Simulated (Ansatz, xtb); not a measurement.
System: CdSe, charge 0, multiplicity 1. 
Geometry from a B3LYP-D3(BJ)/def2-TZVP (Ansatz, an electronic-structure program) optimisation:
```
Cd
Se 1 2.3922
```

Harmonic wavenumbers from GFN2-xTB (xtb, at its own minimum), cm⁻¹: 283.

Problem. Give the harmonic wavenumbers at B3LYP-D3(BJ)/def2-TZVP (Ansatz, finite differences of forces, unscaled).

Solution. 246 cm⁻¹. Zero-point energy 0.4 kcal/mol.

Problem. From these and the geometry, give the ideal-gas thermochemistry at 298.15 K and 1 atm (rigid rotor, harmonic oscillator).

Solution. Point group C∞v, rotational symmetry number 1. Rotational constants 1.904, 1.904 GHz. S(trans) 41.65, S(rot) 18.06, S(vib) 1.76, S(elec, spin only) 0.00, S 61.5 cal/(mol K). H(298) - H(0) 2.38 kcal/mol; G - E(el) -15.6 kcal/mol.
